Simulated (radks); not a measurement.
Ca XV, 6 electrons, occupied as [He] 2s2 2p2. All-electron calculation, scalar-relativistic Kohn-Sham, XLYP, spin-polarised, spherical densities, finite nucleus; open shells are filled with parallel spins first; Fermi nuclear charge, rms radius 3.4776 fm. Program: a radial shooting solver on a logarithmic mesh with Libxc functionals.

Normalised radial functions P(r) = r R(r), r in bohr:

```
   r/bohr * 1s up, o 1s down, + 2p up (the largest magnitude, 3.25, reaches the edge; | marks zero, & curves that meet)
 0.006744 +                 &
 0.007543 +                   &
  0.00837 +                    &
 0.009362 +                      &
  0.01047 |+                        &
  0.01171 |+                          &
    0.013 |+                            &
  0.01454 |+                               &
  0.01626 |+                                 &
  0.01819 |+                                    &
  0.02018 | +                                     &
  0.02257 | +                                        &
  0.02525 | +                                           &
  0.02824 |  +                                            &
  0.03158 |   +                                             &
  0.03505 |   +                                               &
   0.0392 |    +                                               *o
  0.04384 |     +                                               *o
  0.04904 |      +                                               &
  0.05441 |        +                                             &
  0.06086 |         +                                           &
  0.06808 |           +                                       &
  0.07614 |             +                                   &
  0.08449 |               +                              &
   0.0945 |                 +                        &
   0.1057 |                   +                  &
   0.1182 |                     +           &
   0.1312 |                       +    &
   0.1467 |                       & +
   0.1641 |                  &        +
   0.1836 |              &              +
   0.2037 |          &                  +
   0.2278 |       &                      +
   0.2548 |    &                        +
    0.285 |  &                         +
   0.3188 | &                        +
   0.3538 |&                       +
   0.3957 |&                    +
   0.4426 &                 +
    0.495 &              +
   0.5493 &          +
   0.6144 &       +
   0.6872 &     +
   0.7686 &   +
   0.8529 & +
    0.954 &+
    1.067 &+
    1.193 &
    1.324 &
    1.481 &
    1.657 &
    1.853 &
    2.056 &
      2.3 &
    2.572 &
```

1s up: eigenvalue -4586.4 eV, 0 radial nodes, <r> = 0.0765 bohr, 90 % of the charge inside 0.137 bohr. 1s down: eigenvalue -4578.3 eV, 0 radial nodes, <r> = 0.0764 bohr, 90 % of the charge inside 0.136 bohr. 2p up: eigenvalue -858.86 eV, 0 radial nodes, <r> = 0.289 bohr, 90 % of the charge inside 0.467 bohr.
